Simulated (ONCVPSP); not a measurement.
Fe, ONCV: configuration errors across variants

- Element: Fe
- Generator: ONCVPSP 4.0.1
- Type: optimised norm-conserving Vanderbilt (ONCV)
- Functional: PBE
- Relativity: scalar-relativistic
- Frozen core: [Ne]
- Valence charge: 16
- Reference configuration: 3s2 3p6 3d6 4s2
- Partial waves: 3s+4s: rc 1.10 bohr, ncon 5, nbas 9, qcut 8.4 1/bohr, 2 projectors; 3p: rc 1.15 bohr, ncon 4, nbas 8, qcut 14.6 1/bohr, 1 projector; 3d: rc 1.25 bohr, ncon 4, nbas 8, qcut 12.4 1/bohr, 1 projector
- Local potential: polynomial inside 0.75 bohr (lpopt 4, dvloc0 2 Ha)
- Core correction: Teter function, fcfact 4.5, rcfact 1.45

All-electron excitation energies from the reference (eV): (1) 3s2 3p6 3d6 4s1 8.729; (2) 3s2 3p6 3d6 4s0 24.932; (3) 3s2 3p6 3d5 4s0 59.155; (4) 3s2 3p6 3d7 4s1 -0.792.

1 further variants failed, have other tests or too few solved ones, and are left out.

A true bound ghost makes a file unfit for plane-wave use even where its test errors are small: the radial tests pick states by their node count and pass the ghost by.

Errors AE − PS in meV (a dash: test not solved or not reliable):

| change | (1) | (2) | (3) | (4) | bound ghosts | GHOST(+) flags above zero |
| --- | --- | --- | --- | --- | --- | --- |
| base | -0.1 | +0.8 | -6.1 | +0.1 | none | none |
| local potential polynomial inside 0.95 bohr (lpopt 4, dvloc0 0 Ha) | -0.1 | +0.8 | -7.5 | -0.4 | none | none |
| d: rc 1.1, qcut 14.1 | -0.3 | -0.1 | -5.0 | -0.3 | none | none |
| d: qcut 14.8 | -0.2 | +0.3 | -5.5 | -0.2 | none | none |
| local potential polynomial inside 0.75 bohr (lpopt 4, dvloc0 9.5 Ha) | -0.1 | +0.8 | -6.7 | -0.1 | none | none |
| s: nproj 4 | +0.5 | +2.3 | -4.4 | +0.6 | s | s |
| s: ncon 4, nbas 8 | -0.1 | +0.7 | -6.7 | +0.1 | none | none |
| d: nbas 7 | -0.1 | +0.8 | -6.1 | 0.0 | none | none |
| s: qcut 9.7 | -0.1 | +0.9 | -5.7 | +0.2 | none | none |
| core correction Teter function fitted to the true core (icmod 2), fcfact 0.7 | -0.1 | +0.7 | -6.1 | -0.1 | none | none |

Q: Give the same row for: all radii but the core radius scaled by about 1.24 (s 1.36, p 1.42, d 1.56 bohr); local potential polynomial inside 0.94 bohr (lpopt 4, dvloc0 2 Ha).

A: +0.1, +1.9, -9.9, +2.3; bound ghosts: none; GHOST(+) flags above zero: none.
